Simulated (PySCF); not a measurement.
Si(H)3(SMe) (CH₆SSi), SMILES CS[SiH3]. Atoms are numbered in the order given.

```xyz
9

Si    -0.2262     1.3601     0.0000
S      0.7458    -0.5572     0.0000
C     -0.7334    -1.6500     0.0000
H      0.8629     2.3740     0.0000
H     -1.0878     1.5350     1.2072
H     -1.0878     1.5350    -1.2072
H     -1.3459    -1.4932    -0.8998
H     -0.3610    -2.6833     0.0000
H     -1.3459    -1.4932     0.8998
```

Coordinates come from a B3LYP-D3(BJ)/def2-SVP optimisation.

The numbers are results of PBE0/def2-TZVPD (PySCF), not measurements.

Symmetry labels are those of the subgroup Cs that the program uses (full group Cs).

Q: List the valence orbital energies around the gap with their symmetry. (An estimate is asked for; the answer gives what the named calculation found.)

A: 
```tsv
orbital	symmetry	energy (eV)
HOMO−7	A'	-14.78
HOMO−6	A'	-12.21
HOMO−5	A"	-12.17
HOMO−4	A'	-10.85
HOMO−3	A"	-9.98
HOMO−2	A'	-9.69
HOMO−1	A'	-8.71
HOMO	A"	-6.97
LUMO	A'	-0.18
LUMO+1	A'	0.19
LUMO+2	A'	0.32
LUMO+3	A'	0.97
```
